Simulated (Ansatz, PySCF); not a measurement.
CH2O (SMILES C=O) and H2Se (SMILES [SeH2]) are pulled apart as rigid monomers along the line of their centres of mass, from the B3LYP-D3(BJ)/def2-TZVP minimum. Starting geometry (charge 0, multiplicity 1):
```tsv
atom	x (Å)	y (Å)	z (Å)
C	0.3537	0.0670	-0.3292
O	1.0838	-0.6681	0.2779
H	0.2041	-0.0338	-1.4210
H	-0.2039	0.8785	0.1737
Se	0.8555	0.6896	3.2035
H	0.4152	-0.7100	3.1842
H	0.2092	0.9250	4.5053
```

Interaction energies with rigid monomers; basis-set methods are counterpoise corrected unless marked otherwise.

Frozen-core correlation. Filled d and f shells under p-block atoms count as core. Rows in 3-21G, 6-31G* carry no dispersion term and start afresh at each structure (6-31G* with six Cartesian d functions); the Pople sets are all-electron and without relativity. MP2/6-31G* freezes PySCF's default core, which leaves 3d correlated.

Programs: Ansatz (Gaussian orbitals); PySCF for 3-21G rows, 6-31G* rows, the dispersion terms. Each number belongs to the level named beside it.

| O2···Se5 (Å) | B3LYP/3-21G (no counterpoise) (kcal/mol) | B3LYP-D4/def2-TZVPPD (kcal/mol) | PBE0/def2-TZVPPD (kcal/mol) | MP2/6-31G* (no counterpoise) (kcal/mol) | MP2/aug-cc-pVDZ (kcal/mol) |
|---|---|---|---|---|---|
| 2.92 | -3.18 | -1.44 | -0.53 | -1.91 | -0.85 |
| 3.23 | -3.45 | -2.50 | -1.53 | -2.89 | -2.06 |
| 3.71 | -1.81 | -1.94 | -1.27 | -2.19 | -1.69 |
| 4.51 | -0.42 | -0.82 | -0.59 | -0.81 | -0.77 |
| 5.80 | -0.13 | -0.26 | -0.18 | ? | ? |

Question: Some entries are withheld; supply them.

Answer: 
- 5.80, MP2/6-31G* (no counterpoise) (kcal/mol): -0.20
- 5.80, MP2/aug-cc-pVDZ (kcal/mol): -0.24

Ansatz is a program for electronic structure.
